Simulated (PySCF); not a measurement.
All of these have the formula C6H7NOS. Computed with TDDFT PBE0/def2-SVPD, vertical, gas phase, core orbitals frozen in the response in PySCF 2.14.0, density-fitted response routines. Geometries: GFN2-xTB; one conformer of each isolated species. Triplets are in the Tamm–Dancoff approximation.

Task: Rank by computed lowest singlet excitation energy, lowest first.
A. `C[S@](=O)c1cccnc1`
B. `C[S@@](=O)C1=CC=CC=N1`
C. `C=CCC(=S)OCC#N`
D. `N#C[C@@H]1C=C[S@](=O)CC1`

Result: C (3.05 eV), B (4.35 eV), D (4.53 eV), A (4.69 eV).

```tsv
SMILES	S1 (eV)	gap (eV)	α (au)	LUMO (eV)	T1 (eV)	S1 mainly
C=CCC(=S)OCC#N	3.05	4.77	103.4	-2.01	2.63	H→L (98%)
C[S@@](=O)c1ccccn1	4.35	5.46	99.7	-1.38	3.93	H→L (92%)
N#C[C@@H]1C=C[S@](=O)CC1	4.53	5.79	93.1	-1.30	3.93	H→L (96%)
C[S@](=O)c1cccnc1	4.69	5.85	99.0	-1.23	4.07	H→L (62%)
```

H and L stand for HOMO and LUMO.

Mean S1 by what the SMILES shows (count): an aromatic ring 4.52 eV (2); a double or triple bond but no aromatic ring 3.79 eV (2).

- `C=CCC(=S)OCC#N`: S1 has the pattern of n→π* at C=S.
- `C[S@@](=O)c1ccccn1`: Löwdin shares by element: HOMO oxygen 45%, sulfur 29%, carbon 13% or more; LUMO carbon 50% or more, nitrogen 22% (atoms not listed hold the other 28%).
- `N#C[C@@H]1C=C[S@](=O)CC1`: Löwdin shares by element: HOMO oxygen 48%, sulfur 30%, carbon 14% or more; LUMO carbon 62% or more, sulfur 13% (atoms not listed hold the other 25%).
- `C[S@](=O)c1cccnc1`: Löwdin shares by element: HOMO oxygen 42%, sulfur 28%, carbon 14% or more (atoms not listed hold the other 16%); LUMO carbon 53% or more, nitrogen 20% (atoms not listed hold the other 28%).
